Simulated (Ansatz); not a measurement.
Two isomers of C2H6OSi: A = `CC(=O)[SiH3]`, B = `[SiH3]C1CO1`.

Program: Ansatz. Geometries: PBE0-D4/def2-TZVP. ΔE: electronic, gas phase. CCSD(T)/CBS adds triple-zeta CCSD(T) − MP2 to the extrapolated MP2 energy (def2 sets, frozen cores). DFT in def2-TZVPP. B3LYP here is the variant with VWN-RPA as its local correlation; programs differ in this.

Problem. Which isomer does CCSD(T)/CBS put lower? Give the gap. (Best estimate.)

Solution. The calculation gave: A, by 23.2 kcal/mol.

Problem. Give E(B) − E(A) in kcal/mol with PBE-D4, CCSD/def2-TZVPP, B2PLYP, PBE0-D4, BLYP-D4, B3LYP, HF/def2-TZVPP. (An estimate is asked.)

Solution. Ansatz gave: PBE-D4 22.8, CCSD/def2-TZVPP 23.1, B2PLYP 24.7, PBE0-D4 21.5, BLYP-D4 27.1, B3LYP 25.6, HF/def2-TZVPP 27.0. None reverses the order clearly.

Problem. Does the order hold for the free energy at 298.15 K (harmonic terms from PBE0-D4)? (Best estimate.)

Solution. Computed: Yes: G(B) − G(A) = +26.0 kcal/mol. Modes under 60 cm⁻¹, often nearly free rotors, make the harmonic entropy too high.

Largest T1 diagnostic: 0.015.

From PBE to PBE0 (25 % exact exchange), in def2-TZVPP and without D4, E(B) − E(A) moves by −1.4 kcal/mol. In def2-TZVPP, CCSD(T) changes the Hartree–Fock value by −3.8 kcal/mol (the triples alone add +0.1 kcal/mol) and MP2 by −5.3 kcal/mol.
